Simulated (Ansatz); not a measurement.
Computed with Ansatz on PBE0-D4/def2-TZVP structures; ΔE is electronic, products minus reactants. CCSD(T)/CBS is the MP2 limit (def2-TZVPP, def2-QZVPP) plus CCSD(T) − MP2 in def2-TZVPP, frozen cores. DFT in def2-TZVPP. Elements past krypton have def2 core potentials. For Sn outer-core shells are correlated without core-valence functions, which leaves a few kJ/mol of doubt a bond. Each species was taken in one conformer, which may not be the lowest.

Reaction (formal exchange of groups at the Sn–S bond): `[SH][Sn][SH]` + `C=C(O)S` → `[OH][Sn][SH]` + `C=C(S)S`

| species | B2PLYP energy (Eh) |
| --- | --- |
| `[SH][Sn][SH]` | -1011.52935 |
| `C=C(O)S` | -551.83592 |
| `[OH][Sn][SH]` | -688.65447 |
| `C=C(S)S` | -874.70192 |

(1) Work out ΔE.

Largest T1 diagnostic among the species: 0.017.

Answers

(1) ΔE = (-688.65447) + (-874.70192) − (-1011.52935) − (-551.83592) = 0.00888 Eh = +23.3 kJ/mol. CCSD(T)/CBS gives +20.6 kJ/mol.

In def2-TZVPP, CCSD(T) changes the Hartree–Fock value by −14.4 kJ/mol (the triples alone add −1.5 kJ/mol) and MP2 by −21.2 kJ/mol. From PBE to PBE0 (25 % exact exchange), in def2-TZVPP and without D4, ΔE moves by +4.8 kJ/mol.
